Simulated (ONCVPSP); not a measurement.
## What one change does to a pseudopotential (nitrogen (N), ONCV)

* Element: nitrogen (N)
* Generator: ONCVPSP 4.0.1
* Type: optimised norm-conserving Vanderbilt (ONCV)
* Functional: PBE
* Relativity: scalar-relativistic
* Frozen core: [He]
* Valence charge: 5
* Reference configuration: 2s2 2p3
* Partial waves: 2s: rc 0.90 bohr, ncon 4, nbas 8, qcut 6.3 1/bohr, 3 projectors, debl 1.3 Ha; 2p: rc 1.85 bohr, ncon 3, nbas 6, qcut 6.7 1/bohr, 2 projectors, debl 0.6 Ha; d scattering state at 0.22 Ha: rc 1.45 bohr, ncon 4, nbas 9, qcut 6.5 1/bohr, 2 projectors, debl 0.3 Ha
* Local potential: polynomial inside 0.85 bohr (lpopt 5, dvloc0 3 Ha)
* Core correction: Teter function, fcfact 5, rcfact 1.55

Change: all radii but the core radius scaled by about 1.09 (s 0.98, p 2.02, d 1.58 bohr); local potential polynomial inside 0.92 bohr (lpopt 5, dvloc0 3 Ha).

Cutoffs: the cutoffs (Ha) at which the residual kinetic energy of the hardest occupied pseudo-wave falls to 1 and 0.1 mHa per electron; they do not see the model core or the augmentation charge, which bear on the density cutoff. Errors are all-electron minus pseudo energies relative to the spin-unpolarised reference configuration.

Task: Predict the effect on cutoff, ghosts and configuration errors.

Result: The potential gets softer (73 Ha and 197 Ha → 50 Ha and 166 Ha); both files keep a bound ghost (s); of the 3 tests that both files solve, the error grows in 3 and shrinks in 0 by more than 15 % and 0.3 meV (median size 438.1 → 546.9 meV). A larger radius leaves more room for a smooth pseudo-wave, so fewer plane waves are needed. More of the atom is replaced by a form fitted at one configuration, so other configurations suffer.

| quantity | base | changed |
| --- | --- | --- |
| cutoff, loose | 73 Ha | 50 Ha |
| cutoff, tight | 197 Ha | 166 Ha |
| loose cutoff by channel | s 73 Ha, p 16 Ha | s 50 Ha, p 15 Ha |
| bound ghosts | s | s |
| GHOST(+) flags under 300 eV | none | none |
| tests with a reliable result | 3 of 4 | 3 of 4 |
| error for 2s2 2p2, meV [ΔE 13.59 eV] | +54 | +70 |
| error for 2s2 2p1, meV [ΔE 42.44 eV] | +438 | +547 |
| error for 2s2 2p0, meV [ΔE 89.53 eV] | +1676 | +2044 |
| rms error of d²Exc/dni dnj with the model core, mHa | 1.54 | 1.60 |

 A true bound ghost makes a file unfit for plane-wave use even where its test errors are small: the radial tests pick states by their node count and pass the ghost by.
